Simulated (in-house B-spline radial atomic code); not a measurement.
Zn. Computed with a B-spline radial atomic code. Model: non-relativistic spherical atom: semilocal Troullier-Martins pseudo-atom, one channel per l, against all electrons, high spin, G0W0 and RPA with empty states to l = 8, local potential for every l without a channel, a model core (radius 0 = none) keeps its share of the functional.

What the tables leave out is listed at the end.

The pseudopotential gives back the lowest level of each angular momentum of its own functional in the configuration it was made in; a second state of the same l is only approximately right. Exact exchange, RPA and GW see the smooth pseudo-orbitals and miss the exchange with the core, for which the functional's share stands in. The column with an uncorrelated core keeps all orbitals and exact exchange, and so separates missing core correlation from pseudisation. Only the three outermost levels and the lowest empty one were computed. RPA here is direct RPA, with no exchange kernel, and its energies carry an (l + 1/2)⁻⁴ tail. A hybrid on a potential with a model core restores only its own semilocal share of the core's exchange.

Command:
```bash
python run_psgw.py task.json out
```
Settings (lengths in bohr, energies in hartree):
```
Z                      30
electrons              30
configuration          [Ar] 3d10 4s2
generated_in           [Ar] 3d10 4s2
functional             pbe,pbe
core_shells            3
radius_factor          0.8
core_correction        False
ion_configuration      [Ar] 3d10 4s1
```

Cost of the run: 75 s on 1 thread of Arm Neoverse N1, with other jobs on the host.

Given: made with PBE; model core radius 0 bohr; local radius 0.608 bohr; mean-field start PBE.

Valence shells of the generating configuration: 3s, 3p, 3d, 4s.

Channel: s 0.477, p 0.477, d 1.349 (radii in bohr).

Computed: largest level miss in the spin-unpolarised generating configuration 0.125 eV; valence RPA correlation energy pseudo -1.418 hartree; all-electron RPA polarisability, core included 32.071 bohr³; ionisation by mean-field all-electron 9.377 eV; ionisation by mean-field pseudo minus all 0.167 eV; ionisation by RPA all-electron 9.5492 eV; ionisation by RPA pseudo minus all 0.202 eV.

| level | occupied | mean-field all-electron (eV) | mean-field pseudo minus all (eV) | G0W0 all-electron (eV) | G0W0 uncorrelated core minus all (eV) | G0W0 pseudo minus all (eV) | exchange self-energy all-electron (eV) | exchange self-energy pseudo (eV) |
| --- | --- | --- | --- | --- | --- | --- | --- | --- |
| 4s | 1 | -5.8255 | -0.125 | -9.2023 | 0.004 | -0.18 | -11.76 | -11.549 |

(1) What is the pseudo-atom RPA polarisability?

(2) What is the valence RPA correlation energy all-electron orbitals?

Given: mean-field start PBE0.

Computed: valence RPA correlation energy all-electron orbitals -1.4433 hartree; valence RPA correlation energy pseudo -1.3529 hartree; pseudo-atom RPA polarisability 27.773 bohr³; ionisation by mean-field all-electron 9.0695 eV; ionisation by mean-field pseudo minus all 0.169 eV; ionisation by RPA pseudo minus all 0.198 eV.

```csv
level,occupied,mean-field all-electron (eV),mean-field pseudo minus all (eV),G0W0 all-electron (eV),G0W0 uncorrelated core minus all (eV),G0W0 pseudo minus all (eV),exchange self-energy all-electron (eV),exchange self-energy pseudo (eV)
4s,1,-6.5448,-0.138,-9.2353,0.004,-0.185,-11.482,-11.307
```

(3) What is the all-electron RPA polarisability, core included?

(4) What is the ionisation by RPA all-electron?

Given: mean-field start Hartree-Fock.

Computed: valence RPA correlation energy all-electron orbitals -1.2763 hartree; valence RPA correlation energy pseudo -1.2002 hartree; all-electron RPA polarisability, core included 25.248 bohr³; pseudo-atom RPA polarisability 24.237 bohr³; ionisation by mean-field all-electron 7.6223 eV; ionisation by RPA all-electron 8.9276 eV.

| level | occupied | mean-field all-electron (eV) | mean-field pseudo minus all (eV) | G0W0 all-electron (eV) | G0W0 uncorrelated core minus all (eV) | G0W0 pseudo minus all (eV) | exchange self-energy all-electron (eV) | exchange self-energy pseudo (eV) |
| --- | --- | --- | --- | --- | --- | --- | --- | --- |
| 4s | 1 | -7.9595 | -0.165 | -9.073 | 0.004 | -0.191 | -10.496 | -10.404 |
| 3d | 1 | -21.294 | 0.13 | -18.659 | 0.097 | 0.108 | -52.614 | -48.721 |

(5) What is the ionisation by RPA pseudo minus all?

(6) What is the ionisation by mean-field pseudo minus all?

Results:

(1) 30.917 bohr³.

(2) -1.5151 hartree.

(3) 28.852 bohr³.

(4) 9.3734 eV.

(5) 0.192 eV.

(6) 0.158 eV.

Among the listed levels the largest G0W0 shift of the pseudo-atom is -0.19 eV, for 4s on the Hartree-Fock start, while leaving the core uncorrelated moves that level by +0.00 eV. So pseudisation and the lost core exchange, not the missing core correlation, make the error. Not in the tables (levels of low weight, unsolved or above zero; the highest and the empty levels are kept at any weight): on PBE the G0W0 levels 3d (pseudo minus all +1.03 eV, weights 0.42 and 0.00), 3p (pseudo minus all -1.04 eV, weights 0.04 and 0.08), 4p (pseudo minus all -0.00 eV, weights 0.91 and 0.91); on PBE0 the G0W0 levels 3d (pseudo minus all +0.16 eV, weights 0.71 and 0.65), 3p (pseudo minus all -0.54 eV, weights 0.26 and 0.42), 4p (pseudo minus all -0.00 eV, weights 0.94 and 0.94); on Hartree-Fock the G0W0 levels 3p (pseudo minus all -3.96 eV, weights 0.06 and 0.13).
